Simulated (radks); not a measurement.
The numbers below are computed, except where a source is named.
Task: Cu V, configuration [Ar] 3d7. Code: a radial shooting solver on a logarithmic mesh with Libxc functionals. Model: scalar-relativistic Kohn-Sham, SOGGA, spin-unpolarised, spherical densities, point nucleus. Some entries of the table are withheld. Estimate them.

orbital  occ.  eigenvalue (eV)  <r> (bohr)
1s          2        -8913.702         (1)
2s          2              (2)      0.2354
2p          6        -988.4488      0.2065
3s          2        -183.3517      0.6997
3p          6        -140.3441      0.7262
3d          7         -70.7694         (3)
4s          0         -47.7545       1.905
4p          0         -37.9858       2.141

Result: 
(1) 1s <r> (bohr): 0.05217
(2) 2s eigenvalue (eV): -1133.598
(3) 3d <r> (bohr): 0.8047
